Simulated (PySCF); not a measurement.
## Mo⁻ (molybdenum, charge -1) across methods

[Kr] 4d5 5s2, high-spin 6S determinant. All numbers are calculated (PySCF 2.14, scalar relativity through the core potential, in def2-TZVPPD with the def2 core potential (28 electrons)).

| method | E (hartree) | mean ε 4d α (eV) | mean ε 5s α (eV) | mean ε 5s β (eV) | Σ⟨r²⟩ (bohr²) | ⟨S²⟩ |
| --- | --- | --- | --- | --- | --- | --- |
| wB97M-V | -68.0297 | -2.003 | -1.258 | -0.216 | 77.37 | 8.766 |
| LDA | -67.9692 | 1.388 | 0.512 | 1.602 | 77.12 | 8.782 |
| PBE | -68.1330 | 1.458 | 0.667 | 1.760 | 77.65 | 8.783 |
| B3LYP | -68.1429 | 0.598 | 0.379 | 1.250 | 77.45 | 8.772 |
| PBE0 | -68.1089 | 0.091 | 0.112 | 1.273 | 78.13 | 8.787 |
| r2SCAN | -68.1561 | 1.017 | 0.320 | 1.609 | 78.51 | 8.853 |
| UHF | -67.53628 | -3.665 | -1.011 | 0.729 | 81.65 | 8.831 |
| CAM-B3LYP | -68.0660 | -0.933 | -0.537 | 0.389 | 77.48 | 8.771 |
| BP86 | -68.2053 | 1.342 | 0.521 | 1.582 | 77.71 | 8.788 |

Energies and moments cover only the electrons outside the core potential. The outer electron is barely bound at this level, so radii and moments hang on the diffuse functions.

The highest occupied level is positive at LDA, PBE, B3LYP, PBE0, r2SCAN, UHF, CAM-B3LYP, BP86: only the finite basis holds that electron, at UHF too, so the state is unbound at these levels.
